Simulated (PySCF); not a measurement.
C4H7O2, SMILES C1[CH]OCCO1, multiplicity 2.

Coordinates come from a B3LYP-D3(BJ)/def2-SVP optimisation. The isomer is the one that the SMILES or the coordinates give; other isomers of the formula were not compared. Other conformers were not sampled.

Two levels are set side by side: PBE/def2-TZVP (PySCF) and B3LYP/def2-TZVP (PySCF). Same geometry, gas phase. Differences are taken from unrounded values.

| quantity | B3LYP |
|---|---|
| α-spin orbital gap (eV) | 6.07 |
| β-spin orbital gap (eV) | 5.93 |
| dipole moment (D) | 0.91 |
| mean polarisability (bohr³) | 54.6 |

Question: What does PBE give, and how far is it from B3LYP? (The exact figures need the calculation; the answer reports its results.)

Answer: 
| quantity | PBE | PBE minus B3LYP |
|---|---|---|
| α-spin orbital gap (eV) | 4.41 | -1.66 |
| β-spin orbital gap (eV) | 3.82 | -2.11 |
| dipole moment (D) | 0.91 | 0.00 |
| mean polarisability (bohr³) | 57.0 | 2.3 |

PBE's more diffuse valence density responds more strongly to a field. Differences between two approximate levels are no errors against the true value.

Rough cost on one machine, each run with all the roots and properties that it gave: B3LYP against PBE within a factor of 2.
